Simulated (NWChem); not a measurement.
System: CBr3Cl; SMILES BrC(Cl)(Br)Br

Input file for NWChem:

```
start job
memory heap 200 mb stack 900 mb global 1100 mb
geometry units angstroms noautoz
  Cl     0.000000     0.000000     2.068254
  C      0.000000     0.000000     0.307996
  Br     0.988814    -1.536242    -0.342737
  Br     0.836018     1.624459    -0.342737
  Br    -1.824832    -0.088217    -0.342737
end
basis spherical
  * library def2-tzvpd
end
dft
  xc b3lyp
  iterations 150
  semidirect filesize 400000000
  mulliken
end
task dft energy
```

Structure relaxed at the PBE0/def2-SVP level. B3LYP is NWChem's, with the RPA form of VWN correlation.

Problem. Predict the main results of this run. (B3LYP/def2-TZVPD.) Quantities: energy (Ha); highest occupied level (eV); orbital gap (eV); dipole (D).

Solution. 
| Quantity | Value |
|---|---|
| energy (Ha) | -8220.86 |
| highest occupied level (eV) | -8.01 |
| orbital gap (eV) | 5.29 |
| dipole (D) | 0.07 |
